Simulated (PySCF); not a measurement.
**An isoelectronic set: 66 electrons**

CCSD(T) in PySCF with def2-TZVPP on every atom (core potentials on In, Te, I), for the lowest determinant that a PBE0 search found; no spin–orbit coupling. All have 66 electrons, 10 of them in the valence shells, and the same state, a singlet (closed shell). For ions De leads to the atom and ion picked by measured ionisation energies and electron affinities.

```tsv
species	difference of nuclear charges	Re (Å)	ωe (cm⁻¹)	k (mdyn/Å)	De (eV)	dissociates to
GaBr	4	2.365	274	1.63	4.32	Ga + Br
InCl	32	2.408	323	1.65	4.47	In + Cl
SiTe	38	2.285	481	3.14	4.56	Si + Te
AlI	40	2.545	320	1.34	3.87	Al + I
```

(1) Which member of the whole set has the stiffest bond, and how does it compare with the softest?

Correlated steps freeze the inner cores (9 to 18 orbitals); shallow outer-core shells are correlated. These are scalar-relativistic numbers at best; spin–orbit coupling would shift them, the dissociation energy most. Where the molecule has an RHF reference, its open-shell atoms are computed with UHF.

Answers

(1) SiTe with k = 3.14 mdyn/Å, 2.3 times that of AlI.
